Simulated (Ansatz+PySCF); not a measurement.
Values are calculated unless marked as measured or tabulated.
H2O → 2 H + O

H2O (charge 0, multiplicity 1):
```xyz
3

O     0.0000    0.0000   -0.1197
H     0.0000    0.7542    0.4787
H     0.0000   -0.7542    0.4787
```

Shapes relaxed with PBE0/def2-SVP. Single points in def2-SVP with Ansatz (development build ahead of 0.2.0), no zero-point energy. Correlated methods freeze no orbital on H to Be, one on B to Mg, five on Al to Zn, nine on Ga to Sr.

| method | reaction energy |
| --- | --- |
| HF (restricted) | 154.99 kcal/mol |
| HF (unrestricted) | 151.83 kcal/mol |
| PBE0 (unrestricted) | 220.17 kcal/mol |
| wB97X (restricted) | 223.92 kcal/mol |
| wB97X (unrestricted) | 222.14 kcal/mol |

**Question.** What does PBE0 (restricted) give?

**Answer.** 221.62 kcal/mol.
